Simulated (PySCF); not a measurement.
**Ionisation energy along the 1-electron series**

Calculated with PySCF 2.14 and a two-component X2C-1e Hamiltonian (Gaussian nucleus, no Breit or QED terms), each ion in its own even-tempered basis scaled to its charge; GMP2 freezes nothing and drops the highest virtual spinors. Values in eV. NIST values: (m) measured, (s) semi-empirical, (t) theoretical.

```tsv
ion	configuration	GHF (screened spin-orbit)	NIST
Ca¹⁹⁺	1s1	5471.6	5469.9 (t)
Sc²⁰⁺	1s1	6035.7	6033.8 (t)
Ti²¹⁺	1s1	6628.1	6625.8 (t)
Cr²³⁺	1s1	7897.9	7894.8 (t)
Mn²⁴⁺	1s1	8575.5	8572.0 (t)
Fe²⁵⁺	1s1	9281.7	9277.7 (t)
Co²⁶⁺	1s1	10016.6	10012.1 (t)
Ni²⁷⁺	1s1	10780.5	10775.4 (t)
Cu²⁸⁺	1s1	11573.3	11567.6 (t)
Zn²⁹⁺	1s1	12395.3	12388.9 (t)
Ga³⁰⁺	1s1	13246.6	13239.5 (t)
Ge³¹⁺	1s1	14127.3	14119.4 (t)
As³²⁺	1s1	15037.7	15028.9 (t)
```

Task: Fill in the row of V²²⁺.

Result: configuration: 1s1; GHF (screened spin-orbit): 7248.8; NIST: 7246.1 (t).
